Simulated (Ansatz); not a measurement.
Frontier orbitals of CH$_{6}$F$_{2}$Si$_{2}$ (`C[Si](F)(F)[SiH3]`).

```xyz
11

C    -0.4512    0.3022   -1.6784
Si   -0.2181    0.7405    0.1009
F     0.7617    1.9993    0.1917
F    -1.6194    1.2294    0.6932
Si    0.6214   -0.9508    1.4909
H    -0.8454    1.1600   -2.2296
H     0.4979    0.0083   -2.1328
H    -1.1542   -0.5272   -1.7846
H     1.9539   -1.3877    0.9945
H     0.7546   -0.4565    2.8857
H    -0.3012   -2.1176    1.4685
```

Total charge 0; spin multiplicity 1. Geometry: relaxed with PBE0-D4/def2-TZVP. Basis def2-TZVPP, the Gaussian-basis code of Ansatz.

Orbital energies of one run (eV). Highest occupied ones, from the top: -6.99, -8.65, -8.66, -9.04, -9.59, -9.95, -10.16, -10.43, -10.92, -10.96, -11.77, -12.94, -13.96, -17.77. Empty: -0.79, -0.79, 0.21, 0.32, 1.02, 1.24.

Which functional gave them?
A. revPBE
B. PBE0
C. B3LYP
D. ωB97M-V

A. HOMO energies: revPBE -6.99, PBE0 -8.29, ωB97M-V -10.35, B3LYP -8.09 eV.

B3LYP here is the variant with VWN-RPA as its local correlation; programs differ in this.
